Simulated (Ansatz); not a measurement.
`CO[Si](C)(O)F` + BH₃ → `B[Si](O)(F)OC` + CH₄  (formal exchange of groups at the Si–C bond)

Computed with Ansatz on PBE0-D4/def2-TZVP structures; ΔE is electronic, products minus reactants. CBS: MP2 limit from def2 TZ/QZ plus the TZ coupled-cluster correction, frozen cores. This one scheme is used for every species. DFT in def2-TZVPP. B3LYP here is the variant with VWN-RPA as its local correlation; programs differ in this. Each species was taken in one conformer, which may not be the lowest.

| level | ΔE (kJ/mol) | difference from CCSD(T)/CBS |
| --- | --- | --- |
| PBE-D4 | 17.5 | -11.7 |
| ωB97X-V | 27.6 | -1.6 |
| ωB97M-V | 32.9 | 3.7 |
| B2PLYP | 28.2 | -1.0 |
| PBE | 16.1 | -13.1 |
| r2SCAN | 26.4 | -2.8 |
| PBE0 | 22.8 | -6.4 |
| B3LYP | 23.9 | -5.3 |
| MP2/def2-TZVPP | 34.8 | 5.6 |
| CCSD/def2-TZVPP | 30.0 | 0.8 |
| CCSD(T)/def2-TZVPP | 29.3 | 0.1 |
| HF/def2-QZVPP | 34.9 | 5.7 |
| MP2/def2-QZVPP | 34.9 | 5.7 |
| SCS-MP2/def2-QZVPP | 33.2 | 4.0 |
| HF/CBS(def2) | 35.0 | 5.8 |
| MP2/CBS(def2) | 34.7 | 5.5 |
| CCSD(T)/CBS | 29.2 | 0 |

Largest T1 diagnostic among the species: 0.012.

From PBE to PBE0 (25 % exact exchange), in def2-TZVPP and without D4, ΔE moves by +6.7 kJ/mol.
